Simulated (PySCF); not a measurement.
KMg⁻ at RHF-MP2

Level: RHF-MP2. PySCF, no relativity, basis sets K aug-pcseg-1, Mg aug-pcseg-1.

For KMg⁻, the state is ¹Σ⁺ (singlet), closed shell and the bond length is 4.742 Å. The harmonic wavenumber is 31.9 cm⁻¹ and the force constant is 0.00887 mdyn/Å. The rotational constant Be is 0.05050 cm⁻¹ and the anharmonicity ωexe is 0.580 cm⁻¹. The vibration–rotation constant αe is 0.00147 cm⁻¹.

Correlated steps freeze 6 core orbitals.
